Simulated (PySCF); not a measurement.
CH6SSeSi, singlet, at a GFN2-xTB geometry, atoms displaced at random by about 0.08 Å a coordinate.

Input for PySCF:
```python
from pyscf import gto, scf, dft

mol = gto.Mole()
mol.atom = '''
    Se   -0.048216   -0.208500    1.022199
    S     1.376876    0.560115   -0.656762
    C     1.986383   -0.815354   -1.527481
    H     2.286785   -1.664798   -0.882429
    H     2.489371   -0.554476   -2.117129
    H     0.935128   -1.188261   -2.180644
    Si   -2.039267    0.216009   -0.385945
    H    -1.991969   -0.344412   -1.564542
    H    -2.172690    1.574882   -0.412584
    H    -3.050076   -0.386300    0.603079
'''
mol.basis = 'sto-3g'
mol.charge = 0
mol.spin = 0
mol.verbose = 4
mol.build()

mf = dft.RKS(mol)
mf.xc = 'pbe'
mf.kernel()
g = mf.nuc_grad_method()
grad = g.kernel()
```

Predict the HOMO energy from PBE/STO-3G, gradient (PySCF).

-1.78 eV

Give the nuclear repulsion energy at the level PBE/STO-3G, gradient.

416.1275 Eh

What total energy does PBE/STO-3G, gradient give?

-3095.0652 Eh

Give the dipole moment at the level PBE/STO-3G, gradient.

2.17 D

Estimate the number of basis functions that PBE/STO-3G, gradient returns for this input.

47

Give the HOMO-LUMO gap at the level PBE/STO-3G, gradient.

3.16 eV
